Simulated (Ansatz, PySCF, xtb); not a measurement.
Breaking the Ga1–H2 bond in CH5GaO (SMILES [CH3][GaH][OH]) (multiplicity 1 held, fragments rigid). Energies count from the point at 1.570 Å.
Geometry at that point (charge 0, multiplicity 1):
```xyz
8

Ga    -0.2039    -0.2009    -0.1879
H     -1.1241    -1.1816    -0.9986
C      0.2337     1.6848    -0.5235
H      0.7101     1.7996    -1.4987
H      0.9079     2.0550     0.2475
H     -0.6724     2.2933    -0.5268
O      0.5892    -0.8806     1.2853
H      0.3833    -1.8034     1.4613
```

Restricted levels (R-, RO-) in cc, def2 and unpolarised 6-31G sets keep to the state of the molecule at rest. Unrestricted levels (U-) break spin symmetry where that is lower. Curves can end on different states.

Rows in 3-21G carry no dispersion term and start afresh at each structure; the Pople sets are all-electron and without relativity.

Run with Ansatz (a first-principles code); PySCF for 3-21G rows; xtb for the GFN methods.  The GFN methods have no spin term and hold the electronic entropy of 300 K.

Q: One of these levels gives 83.28 kcal/mol for the energy at R = 5.025 Å. Which one is it?
A) R-r2SCAN/cc-pVTZ
B) U-HF/cc-pVTZ
C) R-HF/3-21G
D) GFN2-xTB

A: D, GFN2-xTB. The others give 161.58 (R-HF/3-21G), 64.30 (U-HF/cc-pVTZ), 110.03 (R-r2SCAN/cc-pVTZ)

Doubts at one or more of the structures used: a restricted determinant that unrestricted orbitals would lower (R-HF/3-21G, R-r2SCAN/cc-pVTZ); a spin-contaminated determinant (U-HF/cc-pVTZ).
